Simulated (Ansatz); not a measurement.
Total energies of (ClBe-mu-F)2 (Be₂Cl₂F₂) from Ansatz at r2SCAN-D4/def2-TZVP, gas phase (1 Eh = 27.2114 eV = 2625.5 kJ/mol). The reference geometry is relaxed at r2SCAN-D4/def2-SVP.

| state | geometry | energy (Eh) |
| --- | --- | --- |
| charge 0 singlet | reference | -1149.89369 |
| charge 1 doublet | reference | -1149.48707 |
| free Be atom (singlet) | – | -14.64790 |
| free Cl atom (doublet) | – | -460.11688 |
| free F atom (doublet) | – | -99.72763 |

(1) Work out the vertical ionisation energy to the doublet.

(2) What is the binding energy per atom against free atoms?

(1) E(charge 1 doublet) − E(charge 0 singlet) = -1149.48707 − (-1149.89369) = 0.40662 Eh = 11.06 eV. For comparison, −ε of the highest occupied level is 8.29 eV at this level, 2.77 eV less.

(2) Atoms: 2 × (-14.64790) + 2 × (-460.11688) + 2 × (-99.72763) = -1148.98482 Eh. Binding: -1148.98482 − (-1149.89369) = 0.90887 Eh = 24.73 eV, or 4.12 eV for each of 6 atoms (no zero-point energy, no counterpoise term).

At r2SCAN-D4/def2-TZVP the gap within one spin of the charge 1 doublet nearly closes, so an electron or hole may be smeared out by delocalisation error.
